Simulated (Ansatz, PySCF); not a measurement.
HFSi, triplet, geometry from GFN2-xTB (the spin is typed, not shown lowest). Base run: PySCF with MP2/def2-SVPD.

The PySCF input:
```python
from pyscf import gto, scf, mp

mol = gto.M(
    atom='''
Si   -0.275018   -0.362122    0.390210
H    -0.980901   -1.291621   -0.454986
F     0.536794    0.706814   -0.556439
''',
    basis='def2-svpd',
    charge=0,
    spin=2,
    verbose=4,
)

mf = scf.UHF(mol)
mf.kernel()

pt = mp.MP2(mf)
pt.kernel()
print('E(MP2) = %.10f' % pt.e_tot)
```

The same geometry, method and basis name were run in Ansatz (an electronic-structure program) and PySCF, at each program's defaults and at the settings that a row names. The base is PySCF at its defaults. Differences at the defaults can come from grids, fitting, cores and function types together.

```json
[
 {"code and settings": "PySCF, defaults (exact integrals, spherical functions, all electrons correlated)", "ΔE vs base (mEh)": "0.000", "basis functions": "55", "E (Eh)": "-389.02401", "SCF cycles": "12", "SCF-reference dipole (D)": "1.76"},
 {"code and settings": "Ansatz, defaults (factorised integrals, spherical functions, frozen core)", "ΔE vs base (mEh)": "12.108", "basis functions": "55", "E (Eh)": "-389.01190", "SCF cycles": "-", "SCF-reference dipole (D)": "-"},
 {"code and settings": "PySCF, frozen core", "ΔE vs base (mEh)": "12.106", "basis functions": "55", "E (Eh)": "-389.01191", "SCF cycles": "12", "SCF-reference dipole (D)": "1.76"},
 {"code and settings": "Ansatz, high accuracy, frozen core", "ΔE vs base (mEh)": "12.106", "basis functions": "55", "E (Eh)": "-389.01191", "SCF cycles": "-", "SCF-reference dipole (D)": "-"}
]
```

Open shells are given as the SCF converged; they aren't shown to be the lowest states, and a large step between rows can be another state.
